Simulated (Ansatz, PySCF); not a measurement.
CH₁₂Si₅, SMILES C1[SiH2][Si]([SiH3])([SiH2]1)[SiH3]. Atoms are numbered in the order given.

```xyz
18

Si     1.5024    -0.8753    -2.1633
Si     0.4124    -0.1359    -0.2309
Si     1.8101     0.1615     1.6252
Si    -1.1691     1.6263    -0.3339
C     -2.3325     0.6269     0.8122
Si    -1.6323    -1.1188     0.4549
H      2.5486     0.1052    -2.5808
H      0.5143    -1.0267    -3.2716
H      2.1598    -2.1940    -1.9203
H      2.8649     1.1823     1.3502
H      2.4765    -1.1180     2.0113
H      0.9843     0.6324     2.7786
H     -0.7996     2.9861     0.1616
H     -1.7521     1.7594    -1.7027
H     -3.4140     0.7656     0.6598
H     -2.0983     0.8882     1.8590
H     -2.3453    -1.7563    -0.6924
H     -1.6516    -2.0628     1.6124
```
Charge 0, spin multiplicity 1.

Geometry optimised at B3LYP-D3(BJ)/def2-SVP. The structure was generated by enumeration, and PubChem lists no compound with its InChIKey, so it may never have been made.

Two levels are set side by side: PBE-D3(BJ)/def2-SVP (Ansatz, an electronic-structure program) and B3LYP-D3(BJ)/def2-SVP (Ansatz). Each level has its own optimised geometry; the coordinates shown are those of the second. Frequencies come from the Hessian of PySCF at each geometry. Differences are taken from unrounded values.

```json
[
 {"quantity": "mean bond length (Å)", "B3LYP-D3(BJ)": "1.688"},
 {"quantity": "bond Si1–Si2 (Å)", "B3LYP-D3(BJ)": "2.339"},
 {"quantity": "bond Si2–Si3 (Å)", "B3LYP-D3(BJ)": "2.343"},
 {"quantity": "bond Si2–Si4 (Å)", "B3LYP-D3(BJ)": "2.370"},
 {"quantity": "bond Si2–Si6 (Å)", "B3LYP-D3(BJ)": "2.370"},
 {"quantity": "bond Si4–C5 (Å)", "B3LYP-D3(BJ)": "1.915"},
 {"quantity": "bond C5–Si6 (Å)", "B3LYP-D3(BJ)": "1.915"},
 {"quantity": "bond Si1–H7 (Å)", "B3LYP-D3(BJ)": "1.493"},
 {"quantity": "bond Si1–H8 (Å)", "B3LYP-D3(BJ)": "1.493"},
 {"quantity": "bond Si1–H9 (Å)", "B3LYP-D3(BJ)": "1.493"},
 {"quantity": "bond Si3–H10 (Å)", "B3LYP-D3(BJ)": "1.493"},
 {"quantity": "bond Si3–H11 (Å)", "B3LYP-D3(BJ)": "1.493"},
 {"quantity": "bond Si3–H12 (Å)", "B3LYP-D3(BJ)": "1.495"},
 {"quantity": "bond Si4–H13 (Å)", "B3LYP-D3(BJ)": "1.494"},
 {"quantity": "bond Si4–H14 (Å)", "B3LYP-D3(BJ)": "1.494"},
 {"quantity": "bond C5–H15 (Å)", "B3LYP-D3(BJ)": "1.101"},
 {"quantity": "bond C5–H16 (Å)", "B3LYP-D3(BJ)": "1.104"},
 {"quantity": "highest harmonic wavenumber (cm⁻¹)", "B3LYP-D3(BJ)": "3120"},
 {"quantity": "mean harmonic wavenumber (cm⁻¹)", "B3LYP-D3(BJ)": "1027"},
 {"quantity": "zero-point energy (kcal/mol)", "B3LYP-D3(BJ)": "70.48"}
]
```

Q: What does PBE-D3(BJ) give, and how far is it from B3LYP-D3(BJ)? (The exact figures need the calculation; the answer reports its results.)

A: 
```
quantity                            PBE-D3(BJ)  PBE-D3(BJ) minus B3LYP-D3(BJ)
----------------------------------  ----------  -----------------------------
mean bond length (Å)                     1.697                          0.009
bond Si1–Si2 (Å)                         2.340                          0.002
bond Si2–Si3 (Å)                         2.345                          0.002
bond Si2–Si4 (Å)                         2.371                          0.001
bond Si2–Si6 (Å)                         2.371                          0.001
bond Si4–C5 (Å)                          1.919                          0.004
bond C5–Si6 (Å)                          1.919                          0.004
bond Si1–H7 (Å)                          1.506                          0.013
bond Si1–H8 (Å)                          1.505                          0.013
bond Si1–H9 (Å)                          1.506                          0.013
bond Si3–H10 (Å)                         1.506                          0.013
bond Si3–H11 (Å)                         1.506                          0.013
bond Si3–H12 (Å)                         1.508                          0.013
bond Si4–H13 (Å)                         1.508                          0.014
bond Si4–H14 (Å)                         1.507                          0.014
bond C5–H15 (Å)                          1.108                          0.007
bond C5–H16 (Å)                          1.112                          0.007
highest harmonic wavenumber (cm⁻¹)        3072                            -47
mean harmonic wavenumber (cm⁻¹)            995                            -32
zero-point energy (kcal/mol)             68.29                          -2.19
```

GGA bonds tend to be longer and softer than those of functionals with exact exchange. Differences between two approximate levels are no errors against the true value.
